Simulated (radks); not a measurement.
The numbers below are computed, except where a source is named.
Radial electron density D(r) = 4 pi r^2 rho(r) of an atom or ion with 22 electrons. Level of theory: Dirac Kohn-Sham, BLYP, spin-unpolarised, spherical densities, finite nucleus; Fermi nuclear charge, rms radius of each element as measured or else 0.836 A^(1/3) + 0.57 fm (a radial shooting solver on a logarithmic mesh with Libxc functionals).

| r (bohr) | D(r) (e/bohr) |
|---|---|
| 0.00144 | 0.8689 |
| 0.001611 | 1.066 |
| 0.001802 | 1.306 |
| 0.002015 | 1.598 |
| 0.002254 | 1.952 |
| 0.002521 | 2.379 |
| 0.00282 | 2.893 |
| 0.003154 | 3.509 |
| 0.003528 | 4.245 |
| 0.003946 | 5.119 |
| 0.004413 | 6.152 |
| 0.004976 | 7.459 |
| 0.005566 | 8.888 |
| 0.006225 | 10.54 |
| 0.006963 | 12.43 |
| 0.007788 | 14.57 |
| 0.008711 | 16.96 |
| 0.009744 | 19.60 |
| 0.0109 | 22.46 |
| 0.01219 | 25.50 |
| 0.01363 | 28.64 |
| 0.01525 | 31.81 |
| 0.01706 | 34.87 |
| 0.01908 | 37.70 |
| 0.02134 | 40.13 |
| 0.02387 | 42.02 |
| 0.0267 | 43.22 |
| 0.02986 | 43.65 |
| 0.0334 | 43.27 |
| 0.03736 | 42.18 |
| 0.04179 | 40.55 |
| 0.04674 | 38.69 |
| 0.0527 | 36.89 |
| 0.05895 | 35.87 |
| 0.06593 | 35.86 |
| 0.07375 | 37.10 |
| 0.08249 | 39.57 |
| 0.09226 | 42.94 |
| 0.1032 | 46.56 |
| 0.1154 | 49.59 |
| 0.1291 | 51.15 |
| 0.1444 | 50.57 |
| 0.1615 | 47.62 |
| 0.1807 | 42.68 |
| 0.2021 | 36.68 |
| 0.226 | 30.90 |
| 0.2528 | 26.56 |
| 0.2828 | 24.42 |
| 0.3163 | 24.47 |
| 0.3538 | 25.89 |
| 0.3957 | 27.38 |
| 0.4426 | 27.67 |
| 0.495 | 25.99 |
| 0.5582 | 22.02 |
| 0.6243 | 17.05 |
| 0.6983 | 11.87 |
| 0.781 | 7.385 |
| 0.8736 | 4.069 |
| 0.9771 | 1.968 |
| 1.093 | 0.8275 |
| 1.222 | 0.2995 |
| 1.367 | 0.09227 |
| 1.529 | 0.02378 |
| 1.711 | 0.004968 |

What is the nuclear charge?

Answer. Z = 35. The innermost maximum, from 1s, lies near gamma/Z bohr with gamma = sqrt(1 - (Z/c)^2) = 0.967, here 0.0276 bohr (found: 0.0299), and its height grows with Z. The density is that of the bromine ion Br13+ in [Ne] 3s2 3p(1/2: 1, 3/2: 4) 3d(3/2: 4, 5/2: 1); the configuration itself is not fixed sharply by these data, and Z only to about a unit. D(r) has 3 maxima, at r = 0.0299, 0.133, 0.425 bohr, and minima at 0.0623, 0.297 bohr, inside which lie 2.08, 11.01 electrons.
